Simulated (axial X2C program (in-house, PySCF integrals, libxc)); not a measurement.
## BAs⁻: properties at the nuclei

Calculated with an in-house all-electron X2C program for linear molecules (integrals from PySCF): two-component X2C with atomic mean-field Coulomb and Gaunt terms, Gaussian nuclei, basis As dyall-acv3z, B dyall-av3z with contracted cores.

R = 1.796 Å (near the PBE0 minimum at charge -1 of the determinant lowest at the starting distance; the state shown can have its own minimum elsewhere).

Input and command:
```json
{"zs": [33, 5], "q": -1, "bas": ["dyall-acv3z", "dyall-av3z"], "r0": 2.06, "levels": ["PBE0", "HF", "BHandHLYP", "PBE50", "BP86"], "nst": 3}
```
```bash
python soeom.py task.json out
```

Keys: zs atomic numbers; q charge; bas basis sets; r0 starting distance in Å; levels methods; nst determinants followed.

Determinant lowest in the PBE0 search, Ω = 1/2 (⟨Sz⟩ = 0.50, ⟨Lz⟩ = 0.00 at PBE0), spin on the atoms As -0.01, B 0.50:

```json
{"level": "PBE0", "Eeff magnitude (GV/cm)": "0.568", "Ws magnitude As (kHz)": "0.464", "A∥/gI As (MHz)": "117", "qzz As (a.u.)": "-0.49", "A∥/gI B (MHz)": "220", "qzz B (a.u.)": "-0.13"}
{"level": "HF", "Eeff magnitude (GV/cm)": "0.286", "Ws magnitude As (kHz)": "0.207", "A∥/gI As (MHz)": "313", "qzz As (a.u.)": "-2.11", "A∥/gI B (MHz)": "359", "qzz B (a.u.)": "-0.17"}
{"level": "BHandHLYP", "Eeff magnitude (GV/cm)": "0.58", "Ws magnitude As (kHz)": "0.469", "A∥/gI As (MHz)": "77.3", "qzz As (a.u.)": "-0.47", "A∥/gI B (MHz)": "234", "qzz B (a.u.)": "-0.17"}
{"level": "PBE50", "Eeff magnitude (GV/cm)": "0.64", "Ws magnitude As (kHz)": "0.522", "A∥/gI As (MHz)": "129", "qzz As (a.u.)": "-0.66", "A∥/gI B (MHz)": "230", "qzz B (a.u.)": "-0.16"}
{"level": "BP86", "Eeff magnitude (GV/cm)": "0.449", "Ws magnitude As (kHz)": "0.364", "A∥/gI As (MHz)": "122", "qzz As (a.u.)": "-0.30", "A∥/gI B (MHz)": "211", "qzz B (a.u.)": "-0.11"}
```

Determinant 0.91 eV from it at PBE0 and this distance, Ω = 3/2 (⟨Sz⟩ = 0.50, ⟨Lz⟩ = 1.00 at PBE0), spin on the atoms As 0.42, B 0.08:

```
    level  Eeff magnitude (GV/cm)  Ws magnitude As (kHz)  A∥/gI As (MHz)  qzz As (a.u.)  A∥/gI B (MHz)  qzz B (a.u.)
     PBE0                    0.13                 0.0271             227          -3.81           9.27         -0.50
       HF                   0.247                 0.0603             204          -3.89            4.8         -0.57
BHandHLYP                    0.12                 0.0242             237          -3.83           8.99         -0.55
    PBE50                   0.155                 0.0341             224          -3.86           7.59         -0.53
     BP86                   0.104                 0.0199             243          -3.73           11.2         -0.49
```

Eeff is the effective electric field on the electron electric dipole moment in this Ω state and Ws the scalar–pseudoscalar constant of the nucleus named (defined with the proton number Z and per Ω); A∥ (defined per Ω) follows by multiplying with gI = μI/(I μN); qzz is the electric field gradient, eQq0 = 234.96 MHz × Q/barn × qzz. The operators were transformed with the bare-nucleus X2C matrices; with these basis sets, hyperfine constants and field gradients can be off by tens of per cent, and where levels differ in sign neither size nor sign is settled.

Question: With gI(11B) = 1.7924, Q(11B) = 0.04059 barn (g factors from the IAEA table of nuclear moments by Stone; Q from Pyykkö, Mol. Phys. 2018), turn the PBE0 values of the first state into constants in MHz.

Answer: A∥(11B) = 220 × 1.7924 = 394 MHz; eQq0(11B) = 234.96 × (0.04059) × (-0.13) = -1.24 MHz.

Each state is one determinant with collinear spin. Unrestricted Hartree–Fock can overshoot spin polarisation at the nuclei. For an anion, determinants above electron detachment, or with a positive highest level, are held by the basis set. Where Eeff spreads by more than a factor of two the levels disagree and none is to be relied on. The search compared states at one distance, so a state with another bond length can lie lower. Where a field gradient or hyperfine factor spreads by more than a factor of two over the levels, a constant derived from it is not to be relied on. PBE0 term energies can be off by some tenths of an eV.
